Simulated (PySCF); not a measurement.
## Ionisation energy of Te(50+) by level of theory

Te(50+) 1s2 (1S) → Te(51+) 1s1 (2S), as a difference of total energies. Computed with PySCF 2.14 in an even-tempered Gaussian basis (17 s from 110 bohr⁻², ratio 2.2; 7 p from 160 bohr⁻², ratio 2.4; 4 d from 480 bohr⁻², ratio 2.4; 3 f from 720 bohr⁻², ratio 2.4; 3 g from 1100 bohr⁻², ratio 2.4), with the spin-free X2C one-electron Hamiltonian (Gaussian nucleus). Correlated levels: nothing frozen; virtual orbitals above 40 to 60 times the deepest correlated orbital energy dropped. The calculations carry no spin-orbit coupling.

| method | ionisation energy (eV) |
| --- | --- |
| UHF | 37258.3 |
| LDA | 37199.6 |
| PBE | 37255.2 |
| PBE0 | 37256.2 |
| r2SCAN | 37262.2 |
| PW91 | 37257.3 |
| PBEsol | 37234.0 |
| MP2 (all electrons) | 37259.9 |
| SCS-MP2 (all electrons) | 37260.2 |

For this ion Breit and QED terms and the two-electron picture change, all absent here, outweigh the differences among the correlated methods.

For comparison: 37196.5 eV (theoretical estimate listed by NIST; NIST Atomic Spectra Database, ionization energies).
